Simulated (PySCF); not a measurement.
As⁺ (arsenic, charge +1): M06-L calculation

Configuration: [Ar] 3d10 4s2 4p2, high-spin 3P determinant. All numbers are calculated (PySCF 2.14, the spin-free X2C one-electron Hamiltonian (Gaussian nucleus), in Sapporo-DKH3-DZP-2012).

| Item | Value |
| --- | --- |
| Total energy | -2260.221 hartree |
| One-electron energy | -3134.181 hartree |
| Hartree (Coulomb) energy | 958.013 hartree |
| Exchange-correlation energy | -84.054 hartree |
| ⟨S²⟩ | 2.0030 |
| ⟨L²⟩ | 2.008 |
| Sum of ⟨r⟩ | 21.53 bohr |
| Sum of ⟨r²⟩ | 29.65 bohr² |
| Traceless quadrupole moment −½Σ⟨3z² − r²⟩ along its main axis | 2.32 e·bohr² |
| Langevin diamagnetic susceptibility | -23.5 ×10⁻⁶ cm³/mol |
| Time after the integrals | 1.4 s of wall time on 1 thread of Neoverse-N1 (shared host) |

```tsv
shell	electrons	mean orbital energy (hartree)	spread (hartree)	rms radius, mean of both spins (bohr)
1s α	1	-431.57454	0	0.0525
1s β	1	-431.57052	0	0.0525
2s α	1	-55.49350	0	0.220
2s β	1	-55.49192	0	0.220
2p α	3	-48.58987	0.00385	0.196
2p β	3	-48.58579	0.00690	0.196
3s α	1	-7.59243	0	0.639
3s β	1	-7.58821	0	0.639
3p α	3	-5.41871	0.01648	0.667
3p β	3	-5.41363	0.02007	0.667
3d α	5	-1.88138	0.01511	0.758
3d β	5	-1.87352	0.02146	0.758
4s α	1	-0.89186	0	2.03
4s β	1	-0.81394	0	2.03
4p α	2	-0.51848	0	2.43
```

Densities and radii are taken from the X2C orbitals without a picture-change correction, which distorts them close to the nucleus.
